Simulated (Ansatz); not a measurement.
`[AlH2][BH]Cl` + `C=C[SiH2]S` → `C=C[SiH2][S][AlH2]` + `BCl`  (cleavage of the Al–B bond)

Isolated molecules relaxed with PBE0-D4/def2-TZVP in Ansatz; ΔE leaves out vibrations. CBS: MP2 limit from def2 TZ/QZ plus the TZ coupled-cluster correction, frozen cores. This one scheme is used for every species. DFT in def2-TZVPP. B3LYP here is the variant with VWN-RPA as its local correlation; programs differ in this. Each species was taken in one conformer, which may not be the lowest.

```json
{"level": "PBE0-D4", "ΔE (kcal/mol)": "-36.8", "difference from CCSD(T)/CBS": "1.1"}
{"level": "B3LYP-D4", "ΔE (kcal/mol)": "-37.3", "difference from CCSD(T)/CBS": "0.6"}
{"level": "ωB97X-V", "ΔE (kcal/mol)": "-37.0", "difference from CCSD(T)/CBS": "0.9"}
{"level": "PBE", "ΔE (kcal/mol)": "-34.3", "difference from CCSD(T)/CBS": "3.6"}
{"level": "PBE0", "ΔE (kcal/mol)": "-35.6", "difference from CCSD(T)/CBS": "2.3"}
{"level": "B3LYP", "ΔE (kcal/mol)": "-35.2", "difference from CCSD(T)/CBS": "2.7"}
{"level": "HF/def2-TZVPP", "ΔE (kcal/mol)": "-37.1", "difference from CCSD(T)/CBS": "0.8"}
{"level": "MP2/def2-TZVPP", "ΔE (kcal/mol)": "-40.4", "difference from CCSD(T)/CBS": "-2.5"}
{"level": "SCS-MP2/def2-TZVPP", "ΔE (kcal/mol)": "-38.9", "difference from CCSD(T)/CBS": "-1.0"}
{"level": "CCSD/def2-TZVPP", "ΔE (kcal/mol)": "-36.9", "difference from CCSD(T)/CBS": "1.0"}
{"level": "CCSD(T)/def2-TZVPP", "ΔE (kcal/mol)": "-37.4", "difference from CCSD(T)/CBS": "0.5"}
{"level": "HF/def2-QZVPP", "ΔE (kcal/mol)": "-37.0", "difference from CCSD(T)/CBS": "0.9"}
{"level": "MP2/def2-QZVPP", "ΔE (kcal/mol)": "-40.7", "difference from CCSD(T)/CBS": "-2.8"}
{"level": "SCS-MP2/def2-QZVPP", "ΔE (kcal/mol)": "-39.2", "difference from CCSD(T)/CBS": "-1.3"}
{"level": "HF/CBS(def2)", "ΔE (kcal/mol)": "-37.0", "difference from CCSD(T)/CBS": "0.9"}
{"level": "MP2/CBS(def2)", "ΔE (kcal/mol)": "-40.9", "difference from CCSD(T)/CBS": "-3.0"}
{"level": "CCSD(T)/CBS", "ΔE (kcal/mol)": "-37.9", "difference from CCSD(T)/CBS": "0"}
```

Largest T1 diagnostic among the species: 0.013.

The D4 term adds −2.1 kcal/mol with B3LYP and −1.2 kcal/mol with PBE0; it sums over pairs of atoms, weighted by their polarisabilities, and B3LYP, whose exchange is more repulsive, gets the larger term. From PBE to PBE0 (25 % exact exchange), in def2-TZVPP and without D4, ΔE moves by −1.4 kcal/mol.
